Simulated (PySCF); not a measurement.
ethylene glycol cation (C2H6O2), SMILES OCCO (connectivity only; charge and spin as stated), charge +1, multiplicity 2. Geometry optimised at r2SCAN-D4/def2-SVP. The multiplicity is an assumed one; other spin states were not compared. Other conformers were not sampled.

All values below come from r2SCAN-D4/def2-SVP run with PySCF.

Harmonic wavenumbers (cm⁻¹): 156, 256, 399, 433, 483, 504, 879, 935, 1102, 1125, 1151, 1248, 1273, 1291, 1369, 1371, 1482, 1490, 3048, 3058, 3174, 3191, 3706, 3718. Rotational constants (GHz): 16.80, 4.730, 4.211; symmetry number 1.

Work out the zero-point energy and the ideal-gas rigid-rotor harmonic-oscillator thermochemistry at 298.15 K and 1 atm.

ZPE = ½ Σ hcν = ½ × 36840 cm⁻¹ = 52.67 kcal/mol. H − E(el) = 56.54 kcal/mol. Entropy in cal/(mol K): translation 38.30, rotation 24.38, vibration 8.05, spin 1.38, total 72.10. G − E(el) = 35.04 kcal/mol. Cp = 19.64 cal/(mol K).
